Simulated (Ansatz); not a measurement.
Relaxation of CH8Sn (10 atoms, charge 0, multiplicity 1), to a largest force component of 0.03 eV/Å in at most 50 steps.

These are results of RKS B3LYP-D4/def2-SVP (Ansatz), not measurements.

```xyz
10
Properties=species:S:1:pos:R:3:forces:R:3
Sn 0.452 0.222 -0.492 0.21 0.12 -0.17
C -0.069 0.352 2.825 0.07 0.13 0.25
H -1.043 0.366 2.317 0.00 0.00 -0.01
H 0.281 -0.686 2.919 0.00 0.00 0.00
H -0.186 0.788 3.828 0.00 0.00 0.00
H 1.105 0.203 -2.084 -0.01 0.01 0.00
H -1.106 0.941 -0.527 0.00 0.00 0.00
H 0.340 -1.388 0.087 0.00 0.00 0.00
H 1.469 1.141 0.566 0.00 -0.10 -0.48
H 0.667 0.937 2.246 -0.28 -0.15 0.41
```

Problem. Where does it end, and by what steps?

Solution. The forces met the threshold. The force dipped under the threshold on the way, but the program's further checks kept it going. After 14 steps the energy has fallen by 0.174 eV; H9 moved furthest, 0.65 Å.

```json
{"step": "0", "energy less start (eV)": "0.0000", "largest force component (eV/Å)": "0.476", "accepted": "yes"}
{"step": "1", "energy less start (eV)": "-0.1069", "largest force component (eV/Å)": "0.198", "accepted": "yes"}
{"step": "2", "energy less start (eV)": "-0.1515", "largest force component (eV/Å)": "0.114", "accepted": "yes"}
{"step": "3", "energy less start (eV)": "-0.1706", "largest force component (eV/Å)": "0.107", "accepted": "yes"}
{"step": "4", "energy less start (eV)": "-0.1726", "largest force component (eV/Å)": "0.064", "accepted": "yes"}
{"step": "5", "energy less start (eV)": "-0.1733", "largest force component (eV/Å)": "0.068", "accepted": "yes"}
{"step": "6", "energy less start (eV)": "-0.1735", "largest force component (eV/Å)": "0.041", "accepted": "yes"}
{"step": "7", "energy less start (eV)": "-0.1737", "largest force component (eV/Å)": "0.027", "accepted": "yes"}
{"step": "8", "energy less start (eV)": "-0.1738", "largest force component (eV/Å)": "0.039", "accepted": "yes"}
{"step": "9", "energy less start (eV)": "-0.1739", "largest force component (eV/Å)": "0.030", "accepted": "yes"}
{"step": "10", "energy less start (eV)": "-0.1740", "largest force component (eV/Å)": "0.013", "accepted": "yes"}
{"step": "11", "energy less start (eV)": "-0.1738", "largest force component (eV/Å)": "0.031", "accepted": "no"}
{"step": "12", "energy less start (eV)": "-0.1741", "largest force component (eV/Å)": "0.006", "accepted": "yes"}
{"step": "13", "energy less start (eV)": "-0.1740", "largest force component (eV/Å)": "0.053", "accepted": "no"}
{"step": "14", "energy less start (eV)": "-0.1742", "largest force component (eV/Å)": "0.012", "accepted": "yes"}
```

```xyz
10
Properties=species:S:1:pos:R:3
Sn 0.563 0.186 -0.750
C -0.182 0.389 3.091
H -1.096 0.573 2.508
H 0.186 -0.626 2.885
H -0.407 0.487 4.162
H 0.887 0.063 -2.433
H -0.977 0.906 -0.519
H 0.580 -1.383 -0.056
H 1.770 1.159 -0.013
H 0.587 1.123 2.811
```

Time of the run: 12 s on 2 threads of AMD EPYC 9R45 96-Core Processor (Zen 5), with other jobs on the host, peak memory 0.18 GiB.
